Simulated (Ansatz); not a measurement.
The first iterations of a band of CH4GeOS (8 atoms, charge 0, multiplicity 1).

These are results of Ansatz 0.2.0, RKS PBE0-D4/def2-SVP, not measurements.

```json
{
  "movable images": "7",
  "climbing image": "yes",
  "spring": "5.0 eV/Å²",
  "optimiser": "quadratic models (default)",
  "start path": "through a guess of the saddle point",
  "force threshold": "0.03 eV/Å",
  "iteration limit": "60",
  "end points": "relaxed"
}
```

Initial state:

```xyz
8
Properties=species:S:1:pos:R:3
O -0.831 0.278 -1.517
C -0.464 0.558 -0.215
S -1.455 -0.351 1.031
Ge 0.714 -0.672 0.755
H -0.192 0.704 -2.101
H -0.390 1.633 0.019
H 1.614 -0.229 1.913
H 1.095 -1.978 0.059
```

Final state:

```xyz
8
Properties=species:S:1:pos:R:3
O -0.316 0.557 -1.944
C -0.335 0.969 0.683
S -1.215 -0.135 1.606
Ge 0.890 -0.592 0.857
H -0.251 1.263 -1.274
H -1.269 0.426 -2.011
H 1.771 -0.745 2.100
H 0.818 -1.800 -0.074
```

| iteration | highest image above the first end (eV) | largest band force component (eV/Å) |
| --- | --- | --- |
| 1 | 8.684 | 42.250 |
| 2 | 4.087 | 3.428 |
| 3 | 4.278 | 1.431 |
| 4 | 3.762 | 1.535 |
| 5 | 3.389 | 1.526 |

Task: Does the band converge within its limit, and where does its top end?

Result: The run converged. It ended after 16 iterations with the highest image 3.248 eV above the first end. The profile has 2 maxima (images 3, 6) with wells between them (image 5): this band takes more than one step, which may be the mechanism or a detour left from its start path. Neighbouring images differ by up to 1.7 eV, so the band resolves the path poorly. A vibrational analysis at the climbing image gives one clearly imaginary mode, 1282i cm⁻¹: a first-order saddle point. The orbitals stay closed-shell, which can raise the energy where a bond breaks towards radicals; this wasn't checked here.

The run took 3.8 min on 2 threads of Arm Neoverse V2 (shared host), peak memory 0.23 GiB.
